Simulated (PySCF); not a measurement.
# Spinor energies of Os³⁺ (osmium, charge +3)

Start: [Xe] 4f14 5d4 6p1; 5d5/2 filled at m_j = -1/2, +1/2, +3/2, +5/2; 6p3/2 filled at m_j = +3/2. Calculated with PySCF 2.14 in x2c-SVPall-2c with one added diffuse shell each of s, d type (8s9p10d2f, 99 functions): generalised Hartree-Fock with the X2C-1e Hamiltonian and a Gaussian nucleus; one run each with spin-orbit coupling (SO) switched off, then screened by Boettger's factors. This is a chosen level, not necessarily the ground level.

```
spinor shell  electrons  ε, spin-free (eV)  ε, screened SO (eV)  weight of nominal j (screened SO)  rms radius, screened SO (bohr)
       1s1/2          2           -74315.1             -74290.5                              1.000                          0.0201
       2s1/2          2           -13122.0             -13114.3                              1.000                          0.0809
       2p1/2          2           -11438.6             -12536.1                              1.000                          0.0687
       2p3/2          4           -11438.6             -10998.9                              1.000                          0.0764
       3s1/2          2            -3149.3              -3146.7                              1.000                           0.207
       3p1/2          2            -2646.7              -2888.7                              1.000                           0.198
       3p3/2          4            -2646.7              -2547.8                              1.000                           0.214
       3d3/2          4            -2077.5              -2119.4                              1.000                           0.189
       4s1/2          2            -730.16              -729.35                              1.000                           0.459
       4p1/2          2            -562.38              -619.69                              1.000                           0.466
       4p3/2          4            -562.38              -538.75                              1.000                           0.499
       4d3/2          4            -349.58              -358.21                              0.999                           0.520
       4d5/2          6            -349.58              -342.98                              0.999                           0.531
       5s1/2          2            -146.24              -146.09                              1.000                            1.08
       4f5/2          6            -110.81              -112.08                              0.982                           0.609
       4f7/2          8            -110.81              -109.19                              0.983                           0.613
       5p1/2          2            -99.426              -109.26                              0.918                            1.21
       5p3/2          4            -99.426              -95.133                              0.972                            1.26
       5d5/2          4            -49.025              -48.812                              0.526                            1.65
       6p3/2          1            -25.191              -24.969                              1.000                            3.90
```

**Question.** Where does 3d5/2 lie, and what is the 3d spin-orbit splitting (screened SO)?

**Answer.** At -2046.9 eV, 72.456 eV above 3d3/2.

```
   quantity     spin-free   screened SO
E (hartree)  -17237.81830  -17260.27155
        M_J          11/2          11/2
       ⟨J²⟩        35.754        35.789
       ⟨L²⟩        12.002        13.654
       ⟨S²⟩         8.751         7.978
```

Each row is a mean over spinors that exchange with the open shell spreads, by up to 8.667 eV (5p3/2).

Rows whose weight is well below 1 are mixtures of j = l ± 1/2: exchange outweighs spin-orbit coupling there, and the label is only the starting occupation.

Breit and QED terms are absent; they matter most for the inner s and p1/2 levels.

Densities and radii are taken from the X2C orbitals without a picture-change correction, which distorts them close to the nucleus.

Without spin-orbit coupling the j labels of p, d and f shells carry no meaning; the spin-free column gives the mean over the occupied spinors of each nl shell.
